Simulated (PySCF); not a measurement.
# Worked example: dipole moment from atomic charges

BiFBr2, SMILES [F][Bi]([Br])[Br]. Atoms are numbered in the order given.

```xyz
4

Bi    -0.2628    -0.6617     0.0000
F      1.5752    -1.5482     0.0000
Br     0.1091     0.9836    -2.0134
Br     0.1091     0.9836     2.0134
```

Geometry: B3LYP-D3(BJ)/def2-SVP. The structure was generated by enumeration; whether it is a known compound was not checked. The def2 effective core potentials stand for the cores of Bi; spin–orbit coupling is left out.

Charges (e) from PBE/def2-TZVP (PySCF):

```
atom  ESP fit  Mulliken
----  -------  --------
Bi1     0.704     1.033
F2     -0.312    -0.433
Br3    -0.196    -0.300
Br4    -0.196    -0.300
```

The dipole moment of the full density is 3.79 D.

### Question
What dipole moment does each set of point charges give, and which comes closer to that of the density?

### Answer

μ = Σ q r, and 1 e Å = 4.8032 D.
ESP fit: Σ q r = (-0.719, -0.368, 0.000) e Å, |μ| = 3.88 D.
Mulliken: Σ q r = (-1.019, -0.603, 0.000) e Å, |μ| = 5.69 D.
ESP fit comes closer in size. Point charges leave out the atoms' own dipoles (lone pairs, polarised bonds); fits to the potential absorb them, partitions of the density don't.
